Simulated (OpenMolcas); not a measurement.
Ir6+ among 5 point charges of -2 e arranged as a trigonal bipyramid (D3h). The axial distance is 1.08 times the equatorial one, R.

- Program: OpenMolcas
- Method: SS-CASPT2, IPEA 0.25 Eh, imaginary shift 0.1 Eh (closed shells correlated: 4f 5s 5p)
- Basis: ANO-RCC-VDZP [7s6p4d2f]
- Scalar Hamiltonian: DKH2, point nucleus
- Active space: 3 electrons in 5 orbitals (5d)
- State averaging: 2S+1 = 4 even, 10 roots; 2S+1 = 2 even, 40 roots
- Spin-orbit coupling: RASSI with atomic mean-field integrals over the reference wave functions

All point charges move together. At R = 1.85 Å the first state of the same spin is 4810 cm-1, and at R = 1.94 Å it is 3800 cm-1.

Task: A third run gives 2490 cm-1. What distance was it run at?

Result: With a power law R^-n the two known points give n = -ln(3800 / 4810) / ln(1.94 / 1.85) = 4.96. Then R = 1.85 × (4810 / 2490)^(1/4.96) = 2.113 Å. The run was at 2.11 Å, so the estimate is off by +0.003 Å.

Roots that are degenerate in the reference are averaged as groups; the widest CASPT2 spread within a group is 130 cm-1 (the 2-fold group of multiplicity 4 near 0 cm-1 above the lowest state of its run, R = 2.11). Shifts and gaps below about the spread of the groups concerned are not significant. Free-ion shares, where given, are those of the reference states; single-state CASPT2 does not remix them. Spin-orbit coupling mixes the spin-free states strongly: the lowest level takes only 48 % from its leading state, 4E (figures for R = 1.85; the like holds for R = 1.94, R = 2.11). The ground term spreads over less than 5000 cm-1, several times less than with real ligands, so orbital moments are less quenched and χT lies further from the spin-only value than at real sites (holds for R = 2.11). This is an electrostatic model: the charges have no orbitals. No measured value stands beside these numbers.
